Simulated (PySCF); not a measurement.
# Ionisation energy of As⁵⁺ by level of theory

As⁵⁺ [Ar] 3d10 → As⁶⁺ [Ar] 3d9 [3d3/2^4 3d5/2^5, M_J = 5/2], as a difference of total energies. Computed with PySCF 2.14 in an uncontracted even-tempered set (18 s from 0.2 bohr⁻², ratio 2.8; 14 p from 0.26 bohr⁻², ratio 2.8; 9 d from 0.26 bohr⁻², ratio 2.8; 4 f from 2.8 bohr⁻², ratio 3), with the two-component X2C-1e Hamiltonian. Correlated levels: [Ne] frozen; the 82 highest virtual spinors dropped. "Screened" scales the spin-orbit matrix elements by Boettger's factors to mimic the two-electron term; Breit and QED terms are absent.

| method | ionisation energy (eV) | error (eV) |
| --- | --- | --- |
| GHF (screened spin-orbit) | 119.01 | -2.18 |
| GMP2 (screened spin-orbit) | 121.30 | +0.11 |

Reference: 121.19 ± 0.06 eV (measured; NIST Atomic Spectra Database, ionization energies).
